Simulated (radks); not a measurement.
Numerical settings for the hafnium ion Hf+, [Xe] 4f14 5d1 6s2. Calculated with a radial shooting solver on a logarithmic mesh with Libxc functionals: Dirac Kohn-Sham, PBEsol, spin-unpolarised, spherical densities, point nucleus; open shells fill j = l - 1/2 first. The defaults (mesh step 0.008 in ln r, mesh end at 40 bohr or more with all orbitals vanishing there, Anderson mixing 0.5 over 9 steps, residual threshold near 1e-9 with the energy settled to 1e-9 hartree or 1e-11 of itself, here a cap of 94 iterations) give E = -15092.8867 hartree and 5d3/2 at -10.995 eV in 17 iterations. Run on one thread of a shared host, so times are rough (Arm Neoverse V1): 0.23 s of CPU time, 0.23 s wall, 17 iterations on 2648 mesh points. Changes against that run (0 stands for a change within the tolerance of the run):

| setting | iterations | converged | E (mhartree) | e(5d3/2) (meV) | CPU (s) |
|---|---|---|---|---|---|
| mesh step in ln r 0.12 | 4 | no | diverged | - | 0.01 |
| mesh step in ln r 0.003 | 17 | yes | 0 | 0 | 0.58 |
| mesh step in ln r 0.005 | 17 | yes | 0 | 0 | 0.36 |
| mesh end (bohr) 3 | 15 | level above zero | +2.17e+03 | +1.53e+04 | 0.16 |
| mesh end (bohr) 400 | 17 | yes | 0 | 0 | 0.23 |
| residual threshold 1e-16 | 94 | no | 0 | 0 | 0.58 |
| residual threshold 1e-05 | 13 | yes | 0 | -0.0604 | 0.2 |
| mixing 0.01 | 41 | yes | 0 | 0 | 0.49 |
| linear mixing, mixing 0.8 | 94 | no | +2.01e+05 | +3.74e+03 | 2.8 |
| linear mixing, mixing 0.5 | 42 | yes | 0 | 0 | 0.44 |
| mixing history 2 | 27 | yes | 0 | 0 | 0.3 |
| iteration cap 8 | 8 | no | +0.028 | +24.4 | 0.12 |

Settled on a wrong energy, with an occupied level pushed above zero by the early mesh end: mesh end (bohr) 3 (+2.17 hartree). Apart from these: no run marked as converged misses the energy by more than 1 mhartree. A mesh that ends early acts as a hard wall.
